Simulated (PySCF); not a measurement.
Computed shifts of a molecule C4H6O3, PBE0/pcSseg-1 in PySCF, GIAO, gas phase, equivalent atoms averaged, in ppm (number of nuclei): ¹³C: 200.0 (1), 117.2 (1), 108.9 (1), 22.2 (1). ¹H: 10.21 (1), 6.56 (1), 6.36 (1), 1.88 (3). References: ¹³C against TMS (σ = 186.3 ppm); ¹⁷O against H2O (σ = 334.2 ppm); ¹H against TMS (σ = 31.56 ppm), references at their B3LYP-D3(BJ)/def2-TZVP geometries, non-relativistic. Geometry optimised at B3LYP-D3(BJ)/def2-SVP. The values are those of a single conformer.

**Question.** Pick the molecule that these values belong to.
A. CC1(C)OC(=O)O1
B. C[C@H]1COC(=O)O1
C. C=C1OC(OC)O1
D. CC1(C=O)OCO1

**Answer.** D, CC1(C=O)OCO1
